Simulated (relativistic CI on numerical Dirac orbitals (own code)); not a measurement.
**Hyperfine structure of Bi74+, mass number 209**

Method of calculation: Dirac-Coulomb-Breit CI, orbitals from a KLI potential per configuration, QED by a radiative potential, unscaled Slater integrals (own radial code, finite nucleus).

Configuration list (outside the closed core 1s2): 2s2 2p5, 2s 2p6, 2s2 2p4 3s, 2p6 3s, 2s2 2p4 3p, 2p6 3p, 2p6 3d, 2s2 2p4 3d, 2s 2p5 3s, 2s 2p5 3p, 2s 2p5 3d, 2s2 2p4 4s, 2s2 2p4 4p, 2s2 2p4 4d, 2s2 2p4 4f, 2s2 2p3 3s2. Levels of other configurations are missing.

Nuclear spin I = 9/2, μ = 4.092 μN, Q = -0.516 b (tables of Stone and Pyykkö). The electronic factors are computed for point nuclear moments, without core polarisation or the Bohr-Weisskopf and QED corrections.

| Level | E (eV) | A (GHz) | B (GHz) |
| --- | --- | --- | --- |
| 2s2 2p5 2P°_3/2 | 0.0 | 1093 | 1240 |
| 2s2 2p5 2P°_1/2 | 2378.5 | 12040 |  |
| 2s 2p6 2S_1/2 | 2955.3 | 36950 |  |
| 2s2 2p4 3s 4P_5/2 | 10668.5 | 2943 | -54.4 |
| 2s2 2p4 3s 2P_3/2 | 10681.4 | -761.4 | -21 |
| 2s2 2p4 3s 2S_1/2 | 10746.2 | 10350 |  |
| 2s2 2p4 3p 2P°_1/2 | 10906.8 | 3495 |  |
| 2s2 2p4 3p 4D°_7/2 | 11506.1 | 758.3 | -426 |

Levels with J = 0, under 50 % of one LS term, or S terms without an open s electron are left out. Small factors come from cancelling terms and can be off by tens of per cent or more.

At this charge energies of transitions that change n are usually good to better than 1 %, and those within a shell (Δn = 0) to a few per cent.

Task: Give the hyperfine levels of 2s2 2p5 2P°_1/2 relative to its centre of gravity.

Result: With K = F(F + 1) − I(I + 1) − J(J + 1), E = AK/2: F = 4: -33110, F = 5: 27090 GHz.

LS names give the leading component of a level, which can be under half, so a name can repeat, a term be missing and a line seem to break the LS rules.
